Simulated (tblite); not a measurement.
C5H10FN3Si.
Bonds: C1–N2, N2–Si3, Si3–N4, N4–C5 (aromatic), C5–N6 (aromatic), N6–C7 (aromatic), C7–C8 (aromatic), C8–C9, C9–F10, N4–C8 (aromatic). Hydrogens: H11, H12, H13 on C1; H14 on N2; H15, H16 on Si3; H17 on C5; H18 on C7; H19, H20 on C9.

Computed with GFN2-xTB (tblite), gas phase: L-BFGS steps from a force-field or distance-geometry start until the largest atomic force falls under 0.01 eV/Å.

The end geometry, which sets the zero of energy:
```
atom  x, y, z in Å
C1      2.8282    0.7105    0.0846
N2      2.2044   -0.5116    0.5480
Si3     0.7471   -1.1645   -0.0754
N4     -0.4718    0.0521    0.2964
C5     -0.4011    1.0357    1.2342
N6     -1.4983    1.7211    1.3460
C7     -2.3635    1.1643    0.4547
C8     -1.7522    0.1350   -0.2026
C9     -2.2670   -0.7693   -1.2584
F10    -2.1110   -2.0964   -0.9011
H11     2.0570    1.4125   -0.2241
H12     3.4968    0.5378   -0.7650
H13     3.4059    1.1624    0.8934
H14     2.8917   -1.1697    0.8802
H15     0.4822   -2.3765    0.6844
H16     0.6855   -1.3271   -1.5326
H17     0.4838    1.2036    1.8120
H18    -3.3593    1.5429    0.3386
H19    -1.7263   -0.6488   -2.2052
H20    -3.3374   -0.6032   -1.4109
```

Problem. These geometries come from the run, each turned onto the end geometry. Order them by energy, lowest first.
A.
```
atom  x, y, z in Å
C1      2.7559    0.7317   -0.0204
N2      2.2172   -0.4952    0.5264
Si3     0.7501   -1.2289    0.0375
N4     -0.4554    0.0194    0.3305
C5     -0.4069    0.9467    1.3255
N6     -1.4990    1.6385    1.4413
C7     -2.3383    1.1478    0.4888
C8     -1.7158    0.1498   -0.2075
C9     -2.2076   -0.6748   -1.3387
F10    -2.1574   -2.0277   -1.0405
H11     1.9435    1.3319   -0.4255
H12     3.4797    0.5349   -0.8184
H13     3.2556    1.3094    0.7634
H14     2.9459   -1.0991    0.8677
H15     0.5281   -2.3451    0.9433
H16     0.6229   -1.5656   -1.3791
H17     0.4605    1.0769    1.9378
H18    -3.3290    1.5406    0.3649
H19    -1.6004   -0.5399   -2.2437
H20    -3.2550   -0.4403   -1.5561
```
B.
```
atom  x, y, z in Å
C1      3.2260    0.4476    0.3463
N2      2.1338   -0.4924    0.3943
Si3     0.8149   -0.6334   -0.6734
N4     -0.5596    0.2293    0.0290
C5     -0.4491    1.3091    0.8468
N6     -1.5940    1.7933    1.2232
C7     -2.5291    0.9992    0.6335
C8     -1.9152    0.0317   -0.1132
C9     -2.4697   -1.0888   -0.9113
F10    -2.5634   -2.2469   -0.1525
H11     3.1562    1.0347   -0.5658
H12     4.1833   -0.0765    0.3484
H13     3.2145    1.1301    1.2014
H14     2.1720   -1.0966    1.1991
H15     0.4294   -2.0332   -0.7741
H16     1.1116    0.0401   -1.9361
H17     0.5099    1.6967    1.1223
H18    -3.5760    1.1705    0.7891
H19    -1.8137   -1.3297   -1.7561
H20    -3.4869   -0.8740   -1.2536
```
C.
```
atom  x, y, z in Å
C1      3.1569    0.4219    0.3021
N2      2.1145   -0.5808    0.4028
Si3     0.8091   -0.6742   -0.6766
N4     -0.5165    0.2615    0.0269
C5     -0.4203    1.3316    0.8758
N6     -1.5776    1.7851    1.2477
C7     -2.5031    0.9923    0.6351
C8     -1.8695    0.0395   -0.1170
C9     -2.4143   -1.0969   -0.9096
F10    -2.5768   -2.2208   -0.1211
H11     3.0174    1.0087   -0.6023
H12     4.1257   -0.0789    0.2638
H13     3.1336    1.1007    1.1557
H14     2.0946   -1.0371    1.3024
H15     0.3886   -2.0434   -0.9483
H16     1.2216    0.0969   -1.8529
H17     0.5162    1.7650    1.1947
H18    -3.5541    1.1652    0.8057
H19    -1.7418   -1.3949   -1.7181
H20    -3.4094   -0.8305   -1.2697
```
D.
```
atom  x, y, z in Å
C1      3.1065    0.5595    0.2559
N2      2.2575   -0.6039    0.3594
Si3     0.7923   -0.8793   -0.4708
N4     -0.5188    0.1568    0.1242
C5     -0.3962    1.2242    0.9595
N6     -1.5280    1.7917    1.2470
C7     -2.4687    1.0695    0.5807
C8     -1.8717    0.0594   -0.1193
C9     -2.4620   -0.9591   -1.0204
F10    -2.3031   -2.2429   -0.5293
H11     2.9083    1.0643   -0.6861
H12     4.1567    0.2622    0.2796
H13     2.9351    1.2683    1.0727
H14     2.4580   -1.1414    1.1878
H15     0.4211   -2.2591   -0.2103
H16     0.9769   -0.4867   -1.8681
H17     0.5565    1.5495    1.3233
H18    -3.5072    1.3261    0.6401
H19    -1.9795   -0.9533   -2.0043
H20    -3.5388   -0.7950   -1.1244
```
E.
```
atom  x, y, z in Å
C1      3.1233    0.3515    0.2764
N2      2.1723   -0.7470    0.4326
Si3     0.8535   -0.6614   -0.6425
N4     -0.4883    0.2674    0.0641
C5     -0.4294    1.3566    0.8960
N6     -1.5846    1.8118    1.2678
C7     -2.4913    0.9926    0.6562
C8     -1.8406    0.0619   -0.1043
C9     -2.4024   -1.0609   -0.8880
F10    -2.5704   -2.1458   -0.0550
H11     2.8388    0.8682   -0.6218
H12     4.1536    0.0236    0.1500
H13     3.0605    1.0392    1.1077
H14     2.0011   -0.9589    1.4048
H15     0.4148   -1.9552   -1.0946
H16     1.3402    0.0743   -1.8171
H17     0.5032    1.7826    1.1999
H18    -3.5577    1.0888    0.7599
H19    -1.7260   -1.3623   -1.6800
H20    -3.3759   -0.8161   -1.3149
```

Solution. A (0.012 eV), D (0.048 eV), B (0.100 eV), C (0.192 eV), E (0.439 eV).

In the order of the answer:

| step | E above end (eV) | largest force (eV/Å) | rms force component (eV/Å) | rms distance from end (Å) | rms bond change (Å) | bond most changed (Å) |
| --- | --- | --- | --- | --- | --- | --- |
| 203 | 0.012 | 0.09 | 0.031 | 0.162 | 0.002 | Si3–H16 -0.006 |
| 108 | 0.048 | 0.04 | 0.013 | 0.583 | 0.004 | Si3–N4 +0.012 |
| 21 | 0.100 | 0.11 | 0.035 | 0.812 | 0.004 | N2–Si3 -0.012 |
| 10 | 0.192 | 0.36 | 0.120 | 0.826 | 0.006 | N2–Si3 -0.018 |
| 3 | 0.439 | 0.60 | 0.194 | 0.843 | 0.009 | Si3–N4 +0.016 |

The cost below is that of the whole relaxation. Time: 2.0 s. Hardware: an Arm Neoverse V1 with one thread, no GPU, shared host with 32 logical CPUs at a one-minute load of 13.
